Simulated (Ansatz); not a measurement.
Z-matrix (Å, degrees):
```
Mo
O 1 1.7018
O 1 1.7020 2 105.50
O 1 1.8797 2 110.64 3 119.95
H 4 0.9758 1 128.33 2 -56.75
O 1 1.8800 2 110.70 3 -119.81
H 6 0.9758 1 128.08 2 61.12
```
Charge 0, multiplicity 1.

Level of theory: frozen-core CCSD(T)/def2-TZVPP // BP86-D3(BJ)/def2-SVP in Ansatz (a program for electronic structure).

- HF energy: -368.36076 Ha
- MP2 correlation energy: -1.59343 Ha

### Question
Estimate the CCSD correlation energy, the (T) correction, the total energy and the T1 diagnostic.

### Answer

```json
{
  "CCSD correlation energy": "-1.49427 Ha",
  "(T) correction": "-0.09243 Ha",
  "CCSD(T) total energy": "-369.94745 Ha",
  "T1 diagnostic": "0.026"
}
```
